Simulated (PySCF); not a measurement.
# What a mistake does to a calculation on B2CH7Si cation

These are calculations, not measurements. The program is PySCF 2.14.0, an open-source quantum chemistry code, run on an isolated molecule that a program drew, which may never have been made. The molecule is B2CH7Si cation (charge +1, singlet), drawn as the SMILES string `B[Si+](B)C`.

Each row is a Hartree-Fock (HF) and frozen-core CCSD(T) single point in the cc-pV(D+d)Z basis, meant for a local HF minimum. Run 1 is clean. Each other run has one planted mistake out of seven kinds, and not every kind appears here: one electron removed, one electron added, multiplicity raised by two, geometry at a saddle point, minimal basis STO-3G, one bond length entered in bohr, all coordinates scaled. The reference is restricted for singlets and unrestricted otherwise, and also for a bond in bohr. Adding or removing an electron swaps singlet and doublet. Electrons count all cores. HOMO and LUMO are orbital energies over both spins, the gradient is its largest component, and the lowest frequency (negative if imaginary) is given only where the gradient is small. Bond lengths are over the 10 bonds as drawn. T1 is the CCSD diagnostic: over 0.02 (restricted) or 0.045 (unrestricted) a single reference is doubtful.

Geometry of the clean run:
```xyz
11
B2CH7Si cation, angstrom
B    -2.7452   -1.7858   -2.1417
Si   -1.5406   -0.4388   -1.2150
B    -1.3798    1.4884   -1.8350
C    -0.5939   -0.9742    0.2860
H    -3.8707   -1.9067   -1.7697
H    -2.3016   -2.4324   -3.0390
H    -0.5516    1.7645   -2.6460
H    -2.1135    2.3067   -1.3747
H    -0.3648   -2.0407    0.2685
H     0.3211   -0.3962    0.4225
H    -1.2422   -0.7850    1.1528
```

```
run,electrons,basis functions,<S^2>,HOMO (eV),LUMO (eV),gradient (hartree/bohr),lowest frequency (cm^-1),mean bond (Å),longest bond (Å),T1,HF (hartree),CCSD(T) (hartree),mistake
1,36,100,0.000,-16.34,-4.58,5.5e-06,48,1.3962,2.031,0.0130,-379.93079,-380.38291,no fault
2,36,31,0.000,-15.46,-1.70,1.9e-02,-,1.3962,2.031,0.0077,-375.60755,-375.81170,minimal basis STO-3G
3,36,100,0.000,-15.91,-4.74,3.9e-02,-,1.4800,2.153,0.0132,-379.90357,-380.36368,all coordinates scaled
4,36,100,0.715,-15.90,-4.87,2.1e-02,-,1.4933,2.061,0.0589,-379.80012,-380.25004,?
5,37,100,0.788,-5.77,0.67,2.6e-02,-,1.3962,2.031,0.0532,-380.11421,-380.59901,?
```

**Which mistake was planted in run 4, and what did it cost?**

The mean bond changes by a factor of 1.070 and the longest by 1.015, so the molecule wasn't scaled as a whole. A length L in bohr read as angstrom grows by (1/0.5292 - 1) L = 0.890 L. The 10 bonds together grew by 10 x 0.0971 = 0.971 Å, which gives L = 1.091 Å. That is the length of one of the C-H bonds, 1.091 Å in the clean geometry. So the mistake is: one bond length entered in bohr. Subtracting run 1 and multiplying by 627.51 kcal/mol a hartree, the energy moved by 82.0 kcal/mol in HF and 83.4 kcal/mol in CCSD(T).

**Which mistake was planted in run 5, and what did it cost?**

It counts 37 electrons, one more than the clean run, at the same geometry and basis. So the mistake is: one electron added. Subtracting run 1 and multiplying by 627.51 kcal/mol a hartree, the energy moved by -115.1 kcal/mol in HF and -135.6 kcal/mol in CCSD(T).

Cautions from the logs. Run 4: T1 is over the limit, so its CCSD(T) energy is less reliable; run 5: T1 is over the limit, so its CCSD(T) energy is less reliable.
